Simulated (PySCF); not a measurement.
## Highest orbital energy against ionisation energy along group 13

Calculated with PySCF 2.14, no spin-orbit coupling. Each cell gives −ε(HOMO) / ΔSCF in eV; NIST values include spin-orbit coupling, (s) semi-empirical, (t) theoretical.

```json
{"species": "B²⁺ (def2-TZVPPD, non-relativistic)", "UHF": "37.814 / 37.810", "LDA": "32.350 / 37.881", "PBE": "32.639 / 38.267", "PBE0": "34.040 / 38.212", "r2SCAN": "32.880 / 37.841", "NIST (lowest levels)": "37.931"}
{"species": "Al²⁺ (def2-TZVPPD, non-relativistic)", "UHF": "28.041 / 28.021", "LDA": "24.566 / 28.780", "PBE": "24.457 / 28.779", "PBE0": "25.460 / 28.648", "r2SCAN": "24.657 / 28.351", "NIST (lowest levels)": "28.448"}
{"species": "Ga²⁺ (def2-TZVPPD, non-relativistic)", "UHF": "29.284 / 29.184", "LDA": "26.563 / 31.339", "PBE": "26.232 / 31.029", "PBE0": "27.137 / 30.657", "r2SCAN": "26.612 / 30.768", "NIST (lowest levels)": "30.726"}
{"species": "In²⁺ (def2-TZVPPD with the def2 core potential (28 electrons), ECP)", "UHF": "26.769 / 26.626", "LDA": "24.661 / 29.091", "PBE": "24.240 / 28.657", "PBE0": "25.047 / 28.277", "r2SCAN": "24.501 / 28.378", "NIST (lowest levels)": "28.044"}
{"species": "Tl²⁺ (def2-TZVPPD with the def2 core potential (60 electrons), ECP)", "UHF": "28.407 / 28.154", "LDA": "26.161 / 30.764", "PBE": "25.748 / 30.299", "PBE0": "26.634 / 29.951", "r2SCAN": "26.023 / 30.118", "NIST (lowest levels)": "29.852"}
```

Q: How far is −ε(HOMO) from ΔSCF on average for each method, and why?

A: UHF 0.10 eV; LDA -4.71 eV; PBE -4.74 eV; PBE0 -3.49 eV; r2SCAN -4.16 eV. Hartree-Fock orbital energies lack relaxation and so exceed the ΔSCF value; semilocal functionals have convex E(N) from self-interaction, so their HOMO lies far too high; exact exchange moves hybrids part of the way back.
